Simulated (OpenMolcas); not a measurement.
**Xe³⁺: terms and fine structure**

```yaml
Program: OpenMolcas
Method: CASSCF
Basis: ANO-RCC-VQZP [8s7p5d3f2g]
Scalar_Hamiltonian: DKH2, point nucleus
Active_space: 5 electrons in 8 orbitals (5s 5p 6s 6p)
State_averaging: 2S+1 = 4 odd, 1 root; 2S+1 = 2 odd, 11 roots; 2S+1 = 4 even, 3 roots; 2S+1 = 2 even, 9 roots
Spin-orbit_coupling: state interaction with AMFI integrals over the reference wave functions, term energies averaged over their components
```

With spin-orbit coupling, above the lowest level:

```csv
Configuration,Term,J,E (eV),Measured (eV),g,Term weight %,Second
5s² 5p³,⁴S°,3/2,0.0000,0.0000,1.932,91,8 ²P°
5s² 5p³,²D°,3/2,2.0811,1.6449,0.975,74,20 ²P°
5s² 5p³,²D°,5/2,2.6514,2.1711,1.200,100,
5s² 5p³,²P°,1/2,3.6654,3.4761,0.666,100,
5s² 5p³,²P°,3/2,4.4940,4.4200,1.228,72,24 ²D°
5s 5p⁴,⁴P,5/2,12.8152,12.3567,1.594,98,
5s 5p⁴,⁴P,3/2,13.6184,13.2568,1.729,99,
5s 5p⁴,⁴P,1/2,13.9064,13.5458,2.649,97,3 ²S
5s 5p⁴,²D,3/2,17.6660,15.1173,0.818,97,2 ²P
5s 5p⁴,²D,5/2,17.9186,15.5569,1.208,98,
5s 5p⁴,²S,1/2,20.0200,18.6890,1.890,88,10 ²P
5s 5p⁴,²P,3/2,21.6823,20.5808,1.322,97,2 ²D
5s 5p⁴,²P,1/2,22.8387,22.0631,0.799,90,9 ²S
```

Against the 12 measured excited levels shown (Saloman, J. Phys. Chem. Ref. Data 33, 765 (2004)) the mean absolute deviation is 7000 cm-1; the largest miss in energy is 5s 5p⁴ ²D_3/2: computed 17.6660, measured 15.1173 eV (+16.9 %), and the largest in proportion 5s² 5p³ ²D°_3/2 [74 %] (+26.5 %).

Spin-orbit coupling puts the lowest level 0.2855 eV below the lowest spin-free term.

Active for correlation alone: 6p 6s; no level in the range computed is led by a configuration that fills them, so any true level of that kind is missing. Terms of s pⁿ other than that of highest spin mix with s² pⁿ⁻² d, which this space lacks; all of them can be thousands of cm-1 off, and some have no real level of that name. Measured partners are found by configuration, term and J. A level has none where our copy of the source lacks it or the pairing is in doubt (some pairs that miss far off the trend of their configuration count as doubtful), and it then counts in no deviation. Only configurations of the active space appear. The first state left out of the spin-orbit step lies near 230000 cm-1 above the lowest spin-free state of the reference (among the parities and spins computed), and the list stops at four fifths of that energy or lower.

The term weight is that of the spin-free term in the level, not the purity of its configuration. A share in square brackets marks a mixed level and gives the weight of the term that names it. ° marks odd parity.
